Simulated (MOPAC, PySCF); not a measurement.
[Zr(F)2(OH)2], neutral singlet in the gas phase. 

Cartesian coordinates (Å):
```xyz
7

Zr     0.1190    -0.0280    -0.0025
F     -1.4124    -1.0527    -0.5369
F      1.5027    -0.2545    -1.3119
O      0.7467    -0.6764     1.6890
H      1.0481    -0.9094     2.5685
O     -0.3657     1.8252     0.0804
H     -0.5786     2.7487     0.2232
```
Charge 0, spin multiplicity 1.

All levels are single points at this geometry (r2SCAN-D4/def2-SVP); Pople sets use spherical d functions. Orbital energies aren't observables, and empty levels follow the basis.

| level | HOMO (eV) | LUMO (eV) | gap (eV) | dipole (D) | vertical IE, Delta-SCF (eV) |
|---|---|---|---|---|---|
| B3LYP-D3(BJ)/def2-TZVP in PySCF | -9.30 | -0.70 | 8.60 | 3.38 | – |
| PBE-D3(BJ)/def2-TZVP in PySCF | -7.84 | -1.09 | 6.75 | 3.28 | – |
| TPSSh-D3(BJ)/def2-TZVP in PySCF | -8.61 | -0.61 | 8.00 | 3.33 | – |
| B3LYP/6-31G* (LANL2DZ on Zr) in PySCF | -8.93 | -0.49 | 8.44 | 3.41 | 11.55 |
| M06-2X/6-31G* (LANL2DZ on Zr) in PySCF | -10.99 | 0.37 | 11.37 | 3.50 | – |
| PBE/6-31G* (LANL2DZ on Zr) in PySCF | -7.47 | -1.06 | 6.41 | 3.30 | 10.90 |
| SVWN5/6-31G* (LANL2DZ on Zr) in PySCF | -7.67 | -1.22 | 6.45 | 3.42 | – |
| HF/6-31G* (LANL2DZ on Zr) in PySCF | -13.75 | 1.76 | 15.52 | 3.60 | – |
| PM7 in MOPAC | -11.26 | 2.92 | 14.18 | 3.55 | – |
